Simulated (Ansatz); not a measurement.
`FC#[C][GeH2][SiH3]` and `FC#C[SeH]` differ in one atom or group.

Ansatz, PBE0-D4/def2-TZVP geometries, multiplicity 1. Each molecule was computed in one conformer, which needn't be the lowest.

Scalar relativity is left out up to krypton.

```json
{"property": "HOMO–LUMO gap (PBE0/def2-TZVPP) / eV", "`FC#[C][GeH2][SiH3]`": "7.88"}
{"property": "HOMO energy (B3LYP/def2-TZVPP) / eV", "`FC#[C][GeH2][SiH3]`": "-7.49"}
{"property": "LUMO energy (PBE0/def2-TZVPP) / eV", "`FC#[C][GeH2][SiH3]`": "0.16"}
{"property": "LUMO energy (B3LYP/def2-TZVPP) / eV", "`FC#[C][GeH2][SiH3]`": "-0.05"}
{"property": "LUMO energy (PBE/def2-TZVPP) / eV", "`FC#[C][GeH2][SiH3]`": "-0.70"}
{"property": "size of the dipole moment (ωB97M-V/def2-TZVPP) / D", "`FC#[C][GeH2][SiH3]`": "0.67"}
```

Question: Give the same properties after the change, and the shifts. (Best estimate.)

Answer: Ansatz gave: 
```tsv
property	`FC#C[SeH]`	shift
HOMO–LUMO gap (PBE0/def2-TZVPP) / eV	6.38	-1.50
HOMO energy (B3LYP/def2-TZVPP) / eV	-6.51	0.98
LUMO energy (PBE0/def2-TZVPP) / eV	-0.36	-0.52
LUMO energy (B3LYP/def2-TZVPP) / eV	-0.63	-0.58
LUMO energy (PBE/def2-TZVPP) / eV	-1.27	-0.57
size of the dipole moment (ωB97M-V/def2-TZVPP) / D	0.75	0.08
```

With PBE0 the HOMO rises by 0.98 eV and the LUMO falls by 0.52 eV, so the gap narrows by about 1.50 eV. PBE moves the HOMO by 0.95 eV and ωB97M-V by 0.96 eV. The zero-point energy changes by -87.5 kJ/mol with -15 modes. Dipoles are sizes alone; their direction can turn.

B3LYP here is the variant with VWN-RPA as its local correlation; programs differ in this.

Spin–orbit coupling is left out; it splits and shifts lone-pair levels of the heavy atoms by tenths of an eV.
